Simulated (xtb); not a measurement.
TeClI, SMILES Cl[Te]I. All values are semi-empirical tight-binding results from xtb (GFN2-xTB unless named), good for trends rather than for accurate numbers. Geometry optimised at GFN2-xTB.

- point group as xtb finds it: Cs
- orbital gap: 2.96 eV
- zero-point energy: 1.0 kcal/mol
- G − E(el) at 298.15 K (modified RRHO): -19.0 kcal/mol
- static polarisability (D4 model): 86.3 bohr³
- solvation energy, GFN2-xTB/ALPB(water): -2.3 kcal/mol
- solvation energy, GFN2-xTB/ALPB(dmso): -7.2 kcal/mol
